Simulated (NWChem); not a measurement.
System: SiNH₅; SMILES [SiH3]N

```xyz
7

Si    -0.0062    -0.5785     0.0000
N     -0.0500     1.1596     0.0000
H     -0.7126    -1.0487    -1.2211
H     -0.7126    -1.0487     1.2211
H      1.3444    -1.2246     0.0000
H      0.2590     1.6523    -0.8303
H      0.2590     1.6523     0.8303
```
Atoms are numbered in this order, from 1.

Coordinates come from a B3LYP/6-31G* (spherical d) optimisation.

Symmetry labels are those of Cs in the frame above (b1 and b2, or b-type labels, depend on it).

List the 4 lowest vertical singlet excitations from B3LYP/6-31G* (spherical d), TDA (NWChem).


```csv
state,energy (eV),oscillator strength,symmetry,leading excitation (squared amplitude)
S1,6.34,0.027,a',HOMO → LUMO (0.99)
S2,7.83,0.002,a",HOMO → LUMO+1 (0.99)
S3,8.75,0.007,a",HOMO−1 → LUMO (0.98)
S4,8.79,0.012,a',HOMO → LUMO+3 (0.77)
```
